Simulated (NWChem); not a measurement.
System: C$_{4}$H$_{4}$OS; SMILES S1[C@H](C#C)OC1

The following NWChem deck was run.

```
start job
memory heap 200 mb stack 900 mb global 1100 mb
geometry units angstroms noautoz
  C      0.247467    -2.776581    -0.302622
  C      0.056561    -1.646737     0.078961
  C     -0.161464    -0.304272     0.584758
  O     -1.319844     0.339389     0.035246
  C     -0.706556     1.483610    -0.554686
  S      1.014437     1.019455    -0.046595
  H      0.416390    -3.765923    -0.663600
  H     -0.198839    -0.303950     1.680199
  H     -1.058477     2.415751    -0.099751
  H     -0.849142     1.509779    -1.640439
end
basis spherical
  C library def2-svp
  O library def2-svp
  S library def2-svp
  H library def2-svp
end
dft
  xc b3lyp
  iterations 150
  vectors input atomic output neutral.movecs
end
task dft energy
charge 1
dft
  odft
  mult 2
  vectors input atomic output cation.movecs
end
task dft energy
```

All runs use the structure optimised with B3LYP/6-31G* (spherical d). B3LYP is NWChem's, with the RPA form of VWN correlation.

Ions are spin-unrestricted doublets at the neutral geometry; other ion states weren't tried.

**Question.** What results follow from this input? (B3LYP/def2-SVP, vertical spin-unrestricted ions.) Quantities: vertical ionisation energy, ΔSCF (eV); −ε(HOMO) (eV).

**Answer.** 
* **vertical ionisation energy, ΔSCF (eV)**: 9.03
* **−ε(HOMO) (eV)**: 6.53
